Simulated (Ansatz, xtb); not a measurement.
Pulling on the Ge1–H2 bond in GeH2O (SMILES [OH][GeH]) (multiplicity 1 held, fragments rigid). Energies count from the point at 1.623 Å.
Geometry at that point (charge 0, multiplicity 1):
```
atom    x (Å)    y (Å)    z (Å)
----  -------  -------  -------
Ge    -0.2353  -0.2010   0.2473
H     -1.4109  -0.0317  -0.8587
O      1.0252   0.6808  -0.6889
H      0.7380   1.0157  -1.5451
```

U- levels take the lowest unrestricted solution at each point, which mixes spins at long bonds. Curves can end on different states.

Frozen-core correlation. Filled d and f shells under p-block atoms count as core.

Run with Ansatz (Gaussian orbitals); xtb for the GFN methods.  The GFN methods have no spin term and hold the electronic entropy of 300 K.

Task: One of these levels gives 357.8 kJ/mol for the energy at R = 5.194 Å. Name it.
A) GFN2-xTB
B) U-HF/cc-pVDZ
C) U-MP2/cc-pVDZ

Result: A, GFN2-xTB. The others give 214.9 (U-HF/cc-pVDZ), 272.5 (U-MP2/cc-pVDZ)

Doubts at one or more of the structures used: a spin-contaminated determinant (U-HF/cc-pVDZ, U-MP2/cc-pVDZ).

Ansatz is an electronic-structure program.
